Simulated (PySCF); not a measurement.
InFClBr, SMILES [F][In]([Cl])[Br].

Geometry: PBE0-D3(BJ)/def2-SVP. The def2 effective core potentials stand for the cores of In; spin–orbit coupling is left out.

These are CAM-B3LYP/def2-TZVPD (PySCF) values and carry that method's errors.

Computed frontier levels, gap, dipole moment and polarisability:
```
Item                                                                                                             Value
---------------------------------------------------------------------------------------------  -----------------------
highest occupied level                                                                                       -10.49 eV
lowest empty level                                                                                            -2.37 eV
orbital gap                                                                                                    8.12 eV
dipole moment                                                                                                   1.27 D
quadrupole, principal values (traceless, Buckingham form, about the centre of nuclear charge)  -8.39, -1.84, 10.23 D·Å
mean static polarisability                                                                       70.7 bohr³ (10.48 Å³)
polarisability, principal values                                                                51.8, 67.2, 93.0 bohr³
```
